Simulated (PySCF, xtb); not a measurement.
B(H)2(SMe) (CH5BS), SMILES BSC.

Geometry: B3LYP-D3(BJ)/def2-TZVP.

Calculation: C-PCM-PBE0/def2-SVP in PySCF.

The values are the electrostatic part of the solvation free energy, E(continuum) − E(gas) at the gas-phase geometry, in a cavity of scaled van der Waals radii (PySCF's table); cavitation and dispersion terms are not included. In vacuum the orbital gap is 6.92 eV. The dipole moment in vacuum is 1.76 D.

### Question
Estimate the values in water (ε = 78.36), methanol (ε = 32.61), 1-octanol (ε = 9.86). (An estimate is asked for; the answer gives what the named calculation found.)

### Answer

| solvent | ε | ΔG(elec) (kcal/mol) | dipole (D) | gap (eV) |
|---|---|---|---|---|
| water | 78.36 | -1.7 | 2.26 | 6.88 |
| methanol | 32.61 | -1.6 | 2.25 | 6.88 |
| 1-octanol | 9.86 | -1.5 | 2.21 | 6.88 |

For comparison, GFN2-xTB/ALPB(water) (xtb, at the GFN2-xTB geometry, all terms of that model) gives -0.6 kcal/mol.
